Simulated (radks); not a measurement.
Species: K+. Configuration: [Ar].

All-electron calculation, scalar-relativistic Kohn-Sham, LDA (Slater exchange, Perdew-Zunger correlation), spin-polarised, spherical densities, finite nucleus; Fermi nuclear charge, rms radius 3.4349 fm. Program: a radial shooting solver on a logarithmic mesh with Libxc functionals.

Energy parts (eV):
| part | energy |
|---|---|
| total | -16337.540 |
| kinetic | 16424.703 |
| electron-nucleus | -38813.534 |
| Hartree | 6913.042 |
| exchange-correlation | -861.751 |

Orbitals (lengths in bohr, moments of r in powers of bohr):
[
 {"orbital": "1s", "occ.": "2", "eigenvalue (eV)": "-3517.776", "<1/r>": "18.67", "<r^4>": "0.0002031", "<r>": "0.08124"},
 {"orbital": "2s", "occ.": "2", "eigenvalue (eV)": "-358.4821", "<1/r>": "3.787", "<r^4>": "0.05745", "<r>": "0.3890"},
 {"orbital": "2p", "occ.": "6", "eigenvalue (eV)": "-286.2525", "<1/r>": "3.697", "<r^4>": "0.04920", "<r>": "0.3512"},
 {"orbital": "3s", "occ.": "2", "eigenvalue (eV)": "-41.3562", "<1/r>": "1.103", "<r^4>": "5.780", "<r>": "1.268"},
 {"orbital": "3p", "occ.": "6", "eigenvalue (eV)": "-24.9706", "<1/r>": "0.9621", "<r^4>": "10.63", "<r>": "1.427"}
]

The highest occupied level is 3p at -24.971 eV. The electron density at the nucleus is 5174 e/bohr^3 (large components only). For comparison, the ionisation energy in NIST's Atomic Spectra Database is 31.625 eV (measured). In exact Kohn-Sham theory the highest level is minus the ionisation energy, but local and semilocal functionals leave it too shallow, through self-interaction and a potential that decays too fast; potentials with the right tail come closer. The density falls to 0.001 e/bohr^3 at r = 3.31 bohr.
